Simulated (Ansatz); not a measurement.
A structure relaxed at r2SCAN-D4/def2-SVP in Ansatz, charge 1, doublet:

Cartesian coordinates in Å:
```
W -1.000 -0.680 1.066
W 0.316 0.338 -1.059
O 0.294 -0.802 2.111
O -0.782 1.621 -1.313
O 1.688 0.931 -0.244
O -0.516 -1.407 -0.562
```

Give its formula.

the cluster W₂O₄⁺.

Summarise the bond lengths by kind (pairs closer than 1.2 times the sum of covalent radii, bridged metal pairs left out).

5 × O–W 1.67 to 2.00 Å.

In the def2 sets W takes a core potential; there is no spin–orbit coupling. The relaxation made no stability test and no search for a lower SCF solution. No other spin state of charge 1 was run. The structure comes from a short search, and lower isomers may exist.
